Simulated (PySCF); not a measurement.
A calculated (BLYP, PySCF 2.14, x2c-TZVPPall, the spin-free X2C one-electron Hamiltonian (Gaussian nucleus)) atom or ion has these occupied shells.

```json
{"shell": "1s", "electrons": "2", "orbital energy (eV)": "-63062.0", "rms radius, mean of both spins (bohr)": "0.0219"}
{"shell": "2s", "electrons": "2", "orbital energy (eV)": "-10743.0", "rms radius, mean of both spins (bohr)": "0.0885"}
{"shell": "2p", "electrons": "6", "orbital energy (eV)": "-9480.6", "rms radius, mean of both spins (bohr)": "0.0801"}
{"shell": "3s", "electrons": "2", "orbital energy (eV)": "-2442.0", "rms radius, mean of both spins (bohr)": "0.227"}
{"shell": "3p", "electrons": "6", "orbital energy (eV)": "-2061.3", "rms radius, mean of both spins (bohr)": "0.228"}
{"shell": "3d", "electrons": "10", "orbital energy (eV)": "-1590.9", "rms radius, mean of both spins (bohr)": "0.208"}
{"shell": "4s", "electrons": "2", "orbital energy (eV)": "-492.50", "rms radius, mean of both spins (bohr)": "0.508"}
{"shell": "4p", "electrons": "6", "orbital energy (eV)": "-366.95", "rms radius, mean of both spins (bohr)": "0.541"}
{"shell": "4d", "electrons": "10", "orbital energy (eV)": "-199.92", "rms radius, mean of both spins (bohr)": "0.591"}
{"shell": "5s", "electrons": "2", "orbital energy (eV)": "-69.614", "rms radius, mean of both spins (bohr)": "1.24"}
{"shell": "5p", "electrons": "6", "orbital energy (eV)": "-40.392", "rms radius, mean of both spins (bohr)": "1.48"}
{"shell": "4f", "electrons": "14", "orbital energy (eV)": "-18.152", "rms radius, mean of both spins (bohr)": "0.830"}
{"shell": "6s", "electrons": "2", "orbital energy (eV)": "-11.012", "rms radius, mean of both spins (bohr)": "3.47"}
```

Task: Name the element and its charge.

Result: Lu⁺ (lutetium, charge +1), in [Xe] 4f14 6s2, closed-shell 1S.
